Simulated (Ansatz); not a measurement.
Born–Oppenheimer molecular dynamics of AlF₂H₃OSi (8 atoms, charge 0, multiplicity 1). It goes on from the last frame of an earlier run, with new velocities.

Method: RKS r2SCAN/STO-3G (Ansatz 0.2.0).

| Quantity | Value |
| --- | --- |
| ensemble | NVT, Nosé–Hoover chain |
| time step | 0.5 fs |
| steps asked | 250 |
| set temperature | 500 K |
| thermostat | time constant 100 fs, chain length 3 (defaults) |
| seed | 732128 |

Frames 0.5 fs apart, positions in Å, forces in eV/Å.

Velocities at 40 fs (Å/ps):

```
Al 0.02 1.06 -3.99
F 1.05 -2.21 2.56
F 0.47 2.48 4.43
O 5.27 -0.32 -7.16
Si -4.53 -0.34 4.92
H 10.55 -19.77 -27.73
H 3.65 20.65 -9.21
H -0.57 -19.58 -11.41
```

```xyz
8
Properties=species:S:1:pos:R:3:forces:R:3 time_fs=40 energy_less_start_eV=0.087 T=404
Al -0.056 0.066 -0.056 -2.68 -0.65 1.91
F -0.455 0.066 1.579 0.61 0.07 -1.61
F 1.377 0.267 -0.700 1.71 0.41 -0.51
O -1.297 -0.256 -1.179 0.34 -0.11 0.42
Si -2.455 -1.444 -0.883 -0.93 0.71 -1.84
H -2.159 -2.540 -0.054 0.80 -1.04 0.57
H -3.701 -1.007 -0.364 -0.53 0.85 0.74
H -2.948 -1.882 -2.197 0.68 -0.24 0.32
8
Properties=species:S:1:pos:R:3:forces:R:3 time_fs=40.5 energy_less_start_eV=0.082 T=411
Al -0.056 0.066 -0.058 -2.71 -0.65 2.03
F -0.454 0.065 1.580 0.62 0.07 -1.68
F 1.378 0.268 -0.698 1.76 0.42 -0.53
O -1.294 -0.256 -1.183 0.24 -0.20 0.42
Si -2.458 -1.444 -0.880 -0.80 0.66 -2.11
H -2.152 -2.551 -0.067 0.75 -0.97 0.59
H -3.700 -0.996 -0.367 -0.57 0.81 0.78
H -2.947 -1.892 -2.203 0.71 -0.14 0.50
8
Properties=species:S:1:pos:R:3:forces:R:3 time_fs=41 energy_less_start_eV=0.069 T=427
Al -0.056 0.067 -0.059 -2.72 -0.66 2.12
F -0.454 0.064 1.581 0.62 0.07 -1.75
F 1.378 0.270 -0.695 1.79 0.43 -0.54
O -1.292 -0.256 -1.187 0.13 -0.28 0.42
Si -2.460 -1.444 -0.878 -0.68 0.56 -2.26
H -2.144 -2.565 -0.079 0.68 -0.82 0.57
H -3.700 -0.983 -0.369 -0.54 0.75 0.79
H -2.945 -1.902 -2.207 0.72 -0.04 0.65
8
Properties=species:S:1:pos:R:3:forces:R:3 time_fs=41.5 energy_less_start_eV=0.052 T=450
Al -0.057 0.067 -0.061 -2.70 -0.66 2.19
F -0.453 0.063 1.582 0.63 0.07 -1.80
F 1.379 0.271 -0.693 1.79 0.43 -0.54
O -1.289 -0.257 -1.190 0.03 -0.36 0.42
Si -2.462 -1.444 -0.876 -0.58 0.42 -2.29
H -2.135 -2.580 -0.089 0.58 -0.61 0.49
H -3.702 -0.968 -0.369 -0.45 0.65 0.76
H -2.941 -1.913 -2.209 0.71 0.04 0.76
8
Properties=species:S:1:pos:R:3:forces:R:3 time_fs=42 energy_less_start_eV=0.031 T=476
Al -0.058 0.067 -0.062 -2.65 -0.65 2.24
F -0.452 0.062 1.582 0.63 0.07 -1.83
F 1.380 0.272 -0.691 1.77 0.43 -0.53
O -1.286 -0.257 -1.193 -0.08 -0.44 0.42
Si -2.465 -1.444 -0.875 -0.48 0.27 -2.22
H -2.123 -2.597 -0.098 0.46 -0.34 0.40
H -3.704 -0.951 -0.367 -0.32 0.54 0.71
H -2.935 -1.923 -2.210 0.68 0.12 0.82
8
Properties=species:S:1:pos:R:3:forces:R:3 time_fs=42.5 energy_less_start_eV=0.012 T=501
Al -0.059 0.068 -0.063 -2.57 -0.64 2.27
F -0.451 0.061 1.583 0.62 0.07 -1.86
F 1.381 0.274 -0.690 1.73 0.43 -0.51
O -1.283 -0.257 -1.197 -0.18 -0.52 0.42
Si -2.467 -1.444 -0.873 -0.39 0.12 -2.08
H -2.111 -2.615 -0.107 0.33 -0.04 0.28
H -3.708 -0.933 -0.364 -0.15 0.40 0.64
H -2.928 -1.933 -2.209 0.62 0.18 0.84
8
Properties=species:S:1:pos:R:3:forces:R:3 time_fs=43 energy_less_start_eV=-0.003 T=521
Al -0.060 0.068 -0.064 -2.47 -0.63 2.27
F -0.450 0.060 1.583 0.61 0.07 -1.87
F 1.383 0.275 -0.688 1.66 0.42 -0.48
O -1.281 -0.258 -1.200 -0.28 -0.59 0.41
Si -2.470 -1.444 -0.871 -0.30 -0.01 -1.87
H -2.098 -2.633 -0.114 0.19 0.26 0.17
H -3.711 -0.914 -0.358 0.03 0.25 0.55
H -2.919 -1.943 -2.206 0.54 0.22 0.81
8
Properties=species:S:1:pos:R:3:forces:R:3 time_fs=43.5 energy_less_start_eV=-0.011 T=532
Al -0.061 0.068 -0.065 -2.34 -0.61 2.26
F -0.449 0.059 1.582 0.60 0.07 -1.87
F 1.384 0.277 -0.686 1.58 0.41 -0.44
O -1.278 -0.258 -1.203 -0.38 -0.65 0.40
Si -2.473 -1.444 -0.870 -0.20 -0.11 -1.61
H -2.085 -2.650 -0.121 0.06 0.55 0.07
H -3.715 -0.894 -0.352 0.23 0.09 0.45
H -2.909 -1.952 -2.201 0.45 0.25 0.74
8
Properties=species:S:1:pos:R:3:forces:R:3 time_fs=44 energy_less_start_eV=-0.013 T=535
Al -0.063 0.068 -0.066 -2.18 -0.59 2.22
F -0.448 0.058 1.582 0.59 0.07 -1.85
F 1.386 0.279 -0.684 1.47 0.39 -0.40
O -1.275 -0.259 -1.206 -0.48 -0.72 0.40
Si -2.475 -1.444 -0.869 -0.08 -0.17 -1.33
H -2.071 -2.666 -0.129 -0.07 0.81 0.00
H -3.718 -0.875 -0.345 0.41 -0.07 0.35
H -2.898 -1.961 -2.194 0.34 0.26 0.62
8
Properties=species:S:1:pos:R:3:forces:R:3 time_fs=44.5 energy_less_start_eV=-0.008 T=529
Al -0.065 0.068 -0.066 -2.01 -0.56 2.16
F -0.447 0.057 1.581 0.57 0.07 -1.82
F 1.388 0.280 -0.682 1.35 0.38 -0.34
O -1.273 -0.260 -1.209 -0.56 -0.77 0.39
Si -2.478 -1.444 -0.868 0.05 -0.18 -1.04
H -2.058 -2.680 -0.136 -0.18 1.03 -0.06
H -3.720 -0.855 -0.336 0.57 -0.22 0.25
H -2.886 -1.969 -2.185 0.21 0.25 0.47
8
Properties=species:S:1:pos:R:3:forces:R:3 time_fs=45 energy_less_start_eV=0.002 T=517
Al -0.067 0.068 -0.066 -1.83 -0.54 2.08
F -0.446 0.056 1.580 0.55 0.07 -1.78
F 1.391 0.282 -0.681 1.21 0.36 -0.29
O -1.270 -0.260 -1.212 -0.65 -0.83 0.38
Si -2.481 -1.444 -0.867 0.21 -0.15 -0.74
H -2.045 -2.692 -0.143 -0.28 1.21 -0.09
H -3.721 -0.836 -0.327 0.71 -0.36 0.15
H -2.874 -1.976 -2.176 0.08 0.23 0.28
8
Properties=species:S:1:pos:R:3:forces:R:3 time_fs=45.5 energy_less_start_eV=0.016 T=500
Al -0.070 0.068 -0.066 -1.62 -0.51 1.98
F -0.444 0.055 1.579 0.53 0.07 -1.73
F 1.393 0.284 -0.679 1.06 0.34 -0.22
O -1.268 -0.261 -1.215 -0.72 -0.87 0.37
Si -2.483 -1.444 -0.866 0.38 -0.08 -0.45
H -2.033 -2.700 -0.150 -0.37 1.34 -0.09
H -3.720 -0.818 -0.318 0.81 -0.49 0.07
H -2.861 -1.983 -2.166 -0.06 0.20 0.07
```

Of the whole run (125 fs, mean temperature of the second half 554 K): The conserved energy stayed within 0.17 meV per atom of its start (net change 0.13 meV per atom), so the integration is sound. The mean temperature of the second half is 11 % above the set value. A run of 0.12 ps of so small a system gives no equilibrium averages. Limits of this set-up: minimal basis.

The run took 11 min on 1 thread of Arm Neoverse V2, on a shared host, peak memory 0.11 GiB.
